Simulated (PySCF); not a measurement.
# Which functional comes closest?

Molecule: `InChI=1S/C5H4OS/c6-4-5-2-1-3-7-5/h1-4H`.

Numbering as in the mapped SMILES `[O:1]=[CH:2][c:3]1[cH:4][cH:5][cH:6][s:7]1`. Each H is labelled by its parent atom.

Geometry PBE0-D3(BJ)/def2-SVP throughout; GIAO in PySCF, gas phase, one conformer, non-relativistic; equivalent atoms averaged; basis pcSseg-1.

Reference values (estimated from measurements, as parent shift plus tabulated substituent increments; solution, not stated per compound (mostly CDCl3 or CCl4); Pretsch, Buehlmann, Badertscher, Structure Determination of Organic Compounds, 4th ed. (2009)): δ(H(C4)) = 7.78 ppm, δ(H(C5)) = 7.22 ppm, δ(H(C6)) = 7.78 ppm. Computed shifts are taken against TMS, calculated as an isolated molecule at each level.

Task: How do the functionals LDA, PBE, BLYP, OPBE, PBE0, BHandHLYP, CAM-B3LYP, wB97X-D perform against the reference? Times are CPU seconds on shared hosts with different chips, so compare them loosely; the GGAs took longer than the global hybrids here, which isn't the general rule, and the cause wasn't traced.

Result: 
| functional | kind | H(C4) | H(C5) | H(C6) | mean abs. error H | core-s |
| --- | --- | --- | --- | --- | --- | --- |
| LDA | LDA | 8.06 | 7.33 | 7.42 | 0.25 | 20 |
| PBE | GGA | 8.01 | 7.25 | 7.34 | 0.23 | 29 |
| BLYP | GGA | 7.93 | 7.13 | 7.24 | 0.26 | 24 |
| OPBE | GGA | 8.07 | 7.33 | 7.43 | 0.25 | 22 |
| PBE0 | global hybrid | 8.17 | 7.32 | 7.49 | 0.26 | 12 |
| BHandHLYP | global hybrid | 8.25 | 7.27 | 7.53 | 0.26 | 16 |
| CAM-B3LYP | range-separated hybrid | 8.13 | 7.23 | 7.47 | 0.22 | 25 |
| wB97X-D | range-separated hybrid | 8.18 | 7.29 | 7.52 | 0.24 | 20 |

For ¹H the closest is CAM-B3LYP (0.22 ppm, with PBE, wB97X-D, LDA, OPBE practically level) and the furthest PBE0 (0.26 ppm). One molecule is a small sample, and vibrational and solvent effects are absent from the calculation.
